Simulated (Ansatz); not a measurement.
Reaction (atomization): `C=CCC1BC1` → B• + 5 C• + 9 H•

Computed with Ansatz on PBE0-D4/def2-TZVP structures; ΔE is electronic, products minus reactants. CCSD(T)/CBS is the MP2 limit (def2-TZVPP, def2-QZVPP) plus CCSD(T) − MP2 in def2-TZVPP, frozen cores. This one scheme is used for every species, atoms too. Functionals use def2-TZVPP. No spin–orbit coupling; open shells (•) take unrestricted orbitals. Spin–orbit coupling would lower the free atoms: a little for B, C. One conformer a species, not always the lowest.

| level | ΔE (kJ/mol) |
| --- | --- |
| PBE0-D4 | 6200.0 |
| PBE0 | 6174.5 |

(1) What does CCSD(T)/CBS give? (Estimate.)

Largest T1 diagnostic among the species: 0.014.

Results:

(1) The calculation gave: +6104.3 kJ/mol. The listed levels differ from it by 95.7, 70.2 kJ/mol.

From PBE to PBE0 (25 % exact exchange), in def2-TZVPP and without D4, ΔE moves by −76.4 kJ/mol: exact exchange takes away binding that semilocal exchange gives to molecules. The D4 term adds +47.8 kJ/mol with B3LYP and +25.4 kJ/mol with PBE0; it sums over pairs of atoms, weighted by their polarisabilities, and B3LYP, whose exchange is more repulsive, gets the larger term.

B3LYP here is the variant with VWN-RPA as its local correlation; programs differ in this.

For atomizations the MP2-based limit and the directly extrapolated one differ by several kJ/mol either way, and by 10 to 25 for some Ge, Se and Sn compounds, so smaller differences from it don't rank the levels.
